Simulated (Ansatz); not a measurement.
Ansatz results at the PBE0-D4/def2-TZVP geometry: HOMO energy (B3LYP/def2-TZVPP) -6.97 eV; size of the dipole moment (B3LYP/def2-TZVPP) 1.73 D; HOMO–LUMO gap (PBE0/def2-TZVPP) 6.01 eV.

Each molecule was computed in one conformer, which needn't be the lowest.

(1) Which molecule gave them?
A. `C#C[Si](F)(F)C#C`
B. `Cl[Si]([SeH])([SeH])[SeH]`
C. `F[Si]([SiH3])([SiH3])Cl`
D. `C=C[Si](O)(O)C=C`

Results:

(1) B. The others give `C=C[Si](O)(O)C=C`: -7.61, 0.45, 7.41; `C#C[Si](F)(F)C#C`: -8.48, 2.60, 7.58; `F[Si]([SiH3])([SiH3])Cl`: -7.60, 1.56, 6.80.

B3LYP here is the variant with VWN-RPA as its local correlation; programs differ in this.
